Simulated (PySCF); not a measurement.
Stepwise substitution at one centre (In H-CH3). All species are isolated molecules in the gas phase. Strings in code marks are SMILES.

Computed with PBE0-D4/def2-TZVP in PySCF. Excitations are Tamm–Dancoff values on a coarser integration grid. The basis has no diffuse functions, so Rydberg states are missing or too high.

```
species                                             S1 excitation (TDA) (eV)  S1 oscillator strength
--------------------------------------------------  ------------------------  ----------------------
0 of 3 H replaced by CH3                                                   –                       –
1 of 3 H replaced by CH3 (`[CH3][InH2]`)                                4.63                   0.001
2 of 3 H replaced by CH3 (`[CH3][InH][CH3]`)                            4.62                   0.000
3 of 3 H replaced by CH3 (`[CH3][In]([CH3])[CH3]`)                      4.78                   0.000
```
